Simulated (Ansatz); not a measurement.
Total energies of `F[SiH]1CO1`.

Cartesian coordinates in Å:
```
F 0.740 1.597 -1.210
Si 0.516 0.136 -0.642
C -0.448 -0.163 0.836
O -1.017 -0.420 -0.533
H 1.550 -0.729 -1.227
H -0.376 -1.070 1.431
H -0.966 0.649 1.343
```

Total charge 0; spin multiplicity 1. Geometry: relaxed with PBE0-D4/def2-TZVP. Basis def2-TZVPP, Ansatz.

RPA on PBE orbitals: Hartree–Fock energy of these orbitals -502.94477 Eh, correlation -1.20636 Eh (frozen core).

```json
{"functional": "revPBE", "energy without D4 (Eh)": "-504.48651", "D4 term (kJ/mol)": "-36.8"}
{"functional": "B97M-V", "energy without D4 (Eh)": "-504.48831", "D4 term (kJ/mol)": "–"}
{"functional": "PBE0", "energy without D4 (Eh)": "-504.27291", "D4 term (kJ/mol)": "-9.2"}
{"functional": "r2SCANh", "energy without D4 (Eh)": "-504.47954", "D4 term (kJ/mol)": "-2.7"}
{"functional": "r2SCAN0", "energy without D4 (Eh)": "-504.45887", "D4 term (kJ/mol)": "-3.0"}
{"functional": "BHLYP", "energy without D4 (Eh)": "-504.52164", "D4 term (kJ/mol)": "-13.3"}
{"functional": "LC-ωPBE", "energy without D4 (Eh)": "-504.40329", "D4 term (kJ/mol)": "–"}
{"functional": "ωB97M-V", "energy without D4 (Eh)": "-504.53731", "D4 term (kJ/mol)": "–"}
{"functional": "B2PLYP", "energy without D4 (Eh)": "-504.36612", "D4 term (kJ/mol)": "–"}
{"functional": "PBE-QIDH", "energy without D4 (Eh)": "-504.16144", "D4 term (kJ/mol)": "–"}
```

(1) Give the same for LDA (SPW92), PBE, BLYP, r2SCAN, B3LYP, HSE06 (plane-wave form), CAM-B3LYP, ωB97X-V. (An estimate is asked.)

B3LYP takes the VWN-RPA correlation (the form of Gaussian; ORCA's B3LYP/G). HSE06 is the plane-wave form, built on full-range PBE exchange. The double hybrids freeze the cores in their second-order part.

Answers

(1) The calculation gave: 
```csv
functional,energy without D4 (Eh),D4 term (kJ/mol)
LDA (SPW92),-501.92305,–
PBE,-504.24386,-11.1
BLYP,-504.58239,-25.2
r2SCAN,-504.49403,-2.5
B3LYP,-504.64176,-18.1
HSE06 (plane-wave form),-504.25690,-8.5
CAM-B3LYP,-504.56008,-9.2
ωB97X-V,-504.50230,–
```

LC-ωPBE has ω = 0.4 bohr⁻¹.
